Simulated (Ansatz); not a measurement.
Ansatz results at the PBE0-D4/def2-TZVP geometry: LUMO energy (ωB97M-V/def2-TZVPP) -0.75 eV; HOMO–LUMO gap (PBE0/def2-TZVPP) 4.90 eV; HOMO–LUMO gap (ωB97M-V/def2-TZVPP) 9.25 eV.

Each molecule was computed in one conformer, which needn't be the lowest.

**Question.** Which molecule gave them?
A. `C[C](=S)[GeH3]`
B. `C=[N][AlH][SH]`
C. `BC1(F)NB1C`
D. `BN=CBCF`

**Answer.** D. The others give `C=[N][AlH][SH]`: 1.08, 5.61, 10.06; `BC1(F)NB1C`: 1.45, 6.58, 10.70; `C[C](=S)[GeH3]`: -0.16, 3.96, 8.27.
